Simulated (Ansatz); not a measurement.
AsH2Et (C₂H₇As). The state is a singlet with charge 0. Geometry PBE0-D4/def2-SVP.

Cartesian coordinates in Å:
```
As 0.9501 1.4818 0.1627
H 0.2336 1.6504 1.5014
H 2.2725 1.1503 0.8499
C 0.3883 -0.4019 -0.1078
C -1.0778 -0.5021 -0.4973
H 0.6010 -0.9858 0.7993
H 1.0321 -0.7992 -0.9090
H -1.3666 -1.5474 -0.6912
H -1.7364 -0.1229 0.3005
H -1.2968 0.0769 -1.4084
```

The 6-31G sets use Cartesian d functions.

(1) Estimate the orbital energies around the gap (eV) in Ansatz with HF/6-31G, r2SCAN-D4/def2-TZVP, PBE0-D4/def2-SVP, PBE0-D4/def2-TZVP, ωB97X-V/def2-TZVP.

Results:

(1) 
| orbital | HF/6-31G | r2SCAN-D4/def2-TZVP | PBE0-D4/def2-SVP | PBE0-D4/def2-TZVP | ωB97X-V/def2-TZVP |
| --- | --- | --- | --- | --- | --- |
| HOMO−5 | -15.90 | -10.85 | -11.97 | -12.00 | -14.62 |
| HOMO−4 | -14.42 | -9.70 | -10.80 | -10.81 | -13.32 |
| HOMO−3 | -13.64 | -8.98 | -10.03 | -10.07 | -12.58 |
| HOMO−2 | -12.82 | -8.62 | -9.58 | -9.60 | -12.03 |
| HOMO−1 | -11.77 | -7.89 | -8.84 | -8.84 | -11.18 |
| HOMO | -9.59 | -6.29 | -7.09 | -7.13 | -9.42 |
| LUMO | 3.88 | -0.07 | 0.71 | 0.37 | 2.31 |
| LUMO+1 | 4.37 | 0.30 | 1.10 | 0.89 | 2.94 |
| LUMO+2 | 6.37 | 1.28 | 2.32 | 1.63 | 3.63 |
| LUMO+3 | 7.43 | 2.04 | 2.78 | 2.07 | 3.99 |
| LUMO+4 | 7.55 | 2.57 | 3.25 | 2.57 | 4.49 |
| LUMO+5 | 7.71 | 2.82 | 3.49 | 2.89 | 4.82 |
